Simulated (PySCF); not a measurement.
# Worked example: entropy of an ideal gas

ZnI, SMILES [Zn+][I], charge +1.

Geometry: r2SCAN-D4/def2-TZVP. The multiplicity is an assumed one; other spin states were not compared. The def2 effective core potentials stand for the cores of I; spin–orbit coupling is left out.

r2SCAN-D4/def2-TZVP (PySCF) gives the harmonic wavenumbers 278 cm⁻¹ and the rotational temperature 0.1004 K. The molar mass is 192.28 g/mol, the symmetry number 1, the spin multiplicity 1.

Q: Work out the entropy at 298.15 K and 1 atm in the rigid-rotor, harmonic-oscillator model.

A: 
Translation (Sackur–Tetrode at 1 atm): S = R[1.5 ln M + 2.5 ln T − 1.16487] = 174.3 J/(mol K).
Rotation: q = T/(σ θ) = 2970, S = R[ln q + 1] = 74.8 J/(mol K).
Vibration: with u = 1.4388 ν/T, each mode gives R[u/(e^u − 1) − ln(1 − e^−u)]:
```csv
ν (cm⁻¹),modes,u,S (J/(mol K))
278,1,1.34,6.47
```
These are all the modes. Sum 6.5 J/(mol K).
Spin: R ln 1 = 0.0 J/(mol K).
Total 255.6 J/(mol K); the program's own thermochemistry gives 255.6. Translation makes up 68 % and vibration 3 %. Anharmonicity, hindered rotation and orbital degeneracy are left out.
